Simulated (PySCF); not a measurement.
# Correlation energy of Ca (calcium, neutral)

[Ar] 4s1 5s1, high-spin 3S determinant (an excited configuration). All numbers are calculated (PySCF 2.14, the non-relativistic Hamiltonian (point nucleus), in dyall-av2z). Frozen: [Ar]; 2 electrons correlated; the 20 highest virtual orbitals of each spin left out.

With two correlated electrons CCSD is exact within the correlated space (frozen core and kept virtual orbitals).

```csv
level,correlation energy (mhartree)
CCSD,-4.44
```

Diagnostics: T1 = 0.021, D1 = 0.0429, largest double amplitude 0.067.

The outer electron is Rydberg-like, and this basis confines it to a smaller radius and binds it less than a complete one would.

Cost of the coupled-cluster step: about 1.3 core-seconds, for 2 correlated electrons.
